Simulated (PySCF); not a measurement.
Checking a proposed structure

A compound C$_{8}$H$_{10}$O gives the data below (simulated from a calculation) and was assigned the structure `COc1cccc(C)c1`.

$^{13}$C{$^{1}$H} NMR (computed): δ 145.0 (C), 143.4 (C), 135.3 (CH, 2C), 134.8 (CH, 2C), 72.0 (CH2), 24.0 (CH3).

$^{1}$H NMR (500 MHz, computed): δ 7.63 (m, 2H), 7.52 (m, 2H), 4.78 (s, 2H), 2.52 (s, 3H), 0.18 (br s, 1H).

PySCF calculation with geometry: GFN2-xTB and GIAO PBE0/pcSseg-1 shieldings; relativity neglected, one computed conformer, fast rotation and ring inversion assumed for equivalent nuclei, gas phase.

Scale: $^{1}$H and $^{13}$C vs TMS (reference shieldings calculated alike).

Q: Compare with the shifts computed for the proposed structure, pairing carbons in order of shift.

A: Numbering as in the mapped SMILES `[CH3:1][O:2][c:3]1[cH:4][cH:5][cH:6][c:7]([CH3:8])[cH:9]1` (H(Xn): hydrogen on atom n).

```
atom  computed for proposal  given list  difference
  C3                  167.0       145.0       +22.0
  C7                  145.0       143.4        +1.6
  C5                  134.6       135.3        -0.7
  C6                  126.0       135.3        -9.3
  C9                  123.5       134.8       -11.3
  C4                  109.3       134.8       -25.5
  C1                   55.6        72.0       -16.4
  C8                   24.0        24.0        +0.0
```

The rms difference is 14.2 ppm and the largest -25.5 ppm at C4 (aromatic CH). The proposal also would give 8 carbon signals, not 6. The carbon types in order of shift don't match either: C, C, CH, CH, CH, CH, CH3, CH3 for the proposal against C, C, CH, CH, CH, CH, CH2, CH3 in the data. The proposal doesn't fit.

Q: Which isomer fits?

A: 4-methylbenzyl alcohol (C1=CC(C)=CC=C1CO).

- Carbon types of the structure: 2 × C, 4 × CH, 1 × CH2, 1 × CH3, leaving 1 H on heteroatoms.
- δC 145.0, 143.4: substituted aromatic carbon.
- δC 135.3, 134.8: aromatic CH; the aromatic region.
- δC 72.0: sp3 CH2 bonded to O, on an aromatic ring; deshielded by the electronegative neighbour.
- δH 2.52: hydrogen on a methyl carbon on an aromatic ring; benzylic-type position, deshielded by the ring.

Other isomers checked: CCc1ccccc1O (rms 17.8 ppm); CCc1cccc(O)c1 (rms 18.0 ppm).

The data come from this structure; uniqueness wasn't tested.

Exchangeable OH/NH protons stand at their gas-phase positions; hydrogen bonding in a real sample shifts them, mostly to higher δ. Shifts are as computed. Against solution values, carbons near 30 ppm lie about +3 ppm off and those near 130 ppm about +5 ppm. Of 1211 compounds with measured shifts, 218 miss one by over three times the rms of a fit or turn the order of signals round; such compounds aren't used in these exercises. Multiplicities follow the n + 1 count of equivalent neighbours, as no J values were calculated; m marks all less simple cases, F and P coupling included.
